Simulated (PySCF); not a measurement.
## Al⁺ (aluminium, charge +1): r2SCAN calculation

Configuration: [Ne] 3s1 3p1, high-spin 3P determinant (an excited configuration). Calculation: PySCF 2.14, in dyall-av3z; scalar relativity by spin-free X2C-1e.

| Property | Result |
| --- | --- |
| Total energy | -242.4006 hartree |
| One-electron energy | -332.7765 hartree |
| Hartree (Coulomb) energy | 108.7921 hartree |
| Exchange-correlation energy | -18.4162 hartree |
| ⟨S²⟩ | 2.0001 |
| ⟨L²⟩ | 2.007 |
| Sum of ⟨r⟩ | 10.21 bohr |
| Sum of ⟨r²⟩ | 18.92 bohr² |
| Traceless quadrupole moment −½Σ⟨3z² − r²⟩ along its main axis | -3.85 e·bohr² |
| Langevin diamagnetic susceptibility | -15.0 ×10⁻⁶ cm³/mol |
| Time after the integrals | of the order of 5 core-seconds |

```json
{"shell": "1s α", "electrons": "1", "mean orbital energy (eV)": "-1530.8", "spread (eV)": "0", "rms radius, mean of both spins (bohr)": "0.139"}
{"shell": "1s β", "electrons": "1", "mean orbital energy (eV)": "-1530.5", "spread (eV)": "0", "rms radius, mean of both spins (bohr)": "0.139"}
{"shell": "2s α", "electrons": "1", "mean orbital energy (eV)": "-121.47", "spread (eV)": "0", "rms radius, mean of both spins (bohr)": "0.682"}
{"shell": "2s β", "electrons": "1", "mean orbital energy (eV)": "-121.27", "spread (eV)": "0", "rms radius, mean of both spins (bohr)": "0.682"}
{"shell": "2p α", "electrons": "3", "mean orbital energy (eV)": "-81.214", "spread (eV)": "0.198", "rms radius, mean of both spins (bohr)": "0.677"}
{"shell": "2p β", "electrons": "3", "mean orbital energy (eV)": "-80.901", "spread (eV)": "0.418", "rms radius, mean of both spins (bohr)": "0.677"}
{"shell": "3s α", "electrons": "1", "mean orbital energy (eV)": "-16.529", "spread (eV)": "0", "rms radius, mean of both spins (bohr)": "2.51"}
{"shell": "3p α", "electrons": "1", "mean orbital energy (eV)": "-10.709", "spread (eV)": "0", "rms radius, mean of both spins (bohr)": "2.98"}
```

Densities and radii are taken from the X2C orbitals without a picture-change correction, which distorts them close to the nucleus.
